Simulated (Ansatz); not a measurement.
TiSi4 (the lowest singlet isomer of a short search) was relaxed with r2SCAN-D4 (def2-SVP) in Ansatz in these states: charge +1 doublet, neutral quintet, neutral singlet, neutral triplet. The geometries follow in no particular order.

A:

```xyz
5

Ti    0.5975   -0.0942    1.7510
Si    0.9700   -1.0286   -0.3960
Si    0.3700    1.4196   -0.0596
Si   -1.3489   -0.3896    0.4296
Si   -0.5887    0.0928   -1.7250
```

B:

```xyz
5

Ti   -0.480    1.718   -0.687
Si    0.216    0.587    1.276
Si    1.061   -0.064   -0.943
Si   -1.290   -0.483   -0.348
Si    0.493   -1.758    0.702
```

C:

```csv
atom,x (Å),y (Å),z (Å)
Ti1,1.128,0.836,0.892
Si2,1.304,-0.706,-1.170
Si3,-1.437,0.608,1.065
Si4,-0.359,-1.360,0.360
Si5,-0.637,0.623,-1.147
```

D:

```
atom   x (Å)   y (Å)   z (Å)
 Ti1  -0.520  -1.793   0.677
 Si2   1.194  -0.088   0.823
 Si3  -1.100   0.597   0.749
 Si4   0.338  -0.494  -1.400
 Si5   0.088   1.778  -0.849
```

**Question.** Judge from the bond lengths which geometry belongs to which state (an estimate).

**Answer.** A is the charge +1 doublet (Si2–Si3 2.543 Å, Si3–Si4 2.543 Å, Si2–Si5 2.335 Å); B is the neutral singlet (Si2–Si3 2.462 Å, Si3–Si4 2.461 Å, Si2–Si5 2.430 Å); C is the neutral quintet (Si2–Si3 3.774 Å, Si3–Si4 2.353 Å, Si2–Si5 2.353 Å); D is the neutral triplet (Si2–Si3 2.395 Å, Si3–Si4 2.806 Å, Si2–Si5 2.739 Å).

At PBE0-D4/def2-TZVP a singlet lies 0.29 eV below the neutral quintet. At PBE0-D4/def2-TZVP a singlet lies 0.52 eV below the neutral triplet. These are the stationary points nearest to one start from a short search; other shapes may lie lower in each state.
